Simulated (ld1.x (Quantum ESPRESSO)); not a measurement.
Transferability test, TM potential for carbon (C)

ld1.x (Quantum ESPRESSO) 7.5 input, shortened:

```
&input
   title='C', zed=6., rel=1, dft='PBE', iswitch=3,
   config='[He] 2s2 2p1 3d-2'
 /
 &inputp
   pseudotype=2, tm=.true., lloc=1,
   nlcc=.true., new_core_ps=.true.
 /
3
2S  1  0   2.00   0.00  0.90  0.90  0.0
3D  3  2  -2.00  -0.15  2.60  2.60  0.0
2P  2  1   1.00   0.00  2.70  2.70  0.0
 &test
   configts(1)='2s2 2p1'
 /
```

Energies are relative to the spin-unpolarised reference configuration 2s2 2p1; without spin polarisation the order of configurations can differ from experiment. The frozen-core shift is the all-electron ΔE with the core orbitals held at their reference shape minus the fully relaxed ΔE.

```
valence configuration  charge  ΔE all-electron (eV)  error AE − PS (meV)  frozen-core shift (meV)
              2s2 2p2       0               -10.862                  +42                     +0.2
              2s2 2p0      +2                24.156                 +312                     +1.6
              2s1 2p0      +3                72.350                 +790                      +13
            2s2 2p1.5    +0.5                -6.898                  +22                     +0.1
              2s0 2p4       0                 6.114                 +230                     +1.6
              2s1 2p2      +1                 8.754                 -9.5                     +0.5
```

(1) What are ΔE and the potential's error for 2s2 2p2.3?

Levels in the configuration 2s1 2p2:

```
level  all-electron (eV)  pseudo (eV)
   2s            -25.852      -26.103
   2p            -17.098      -17.329
```

Answers

(1) ΔE = -12.020 eV all-electron; the error (AE − PS) is +37 meV.
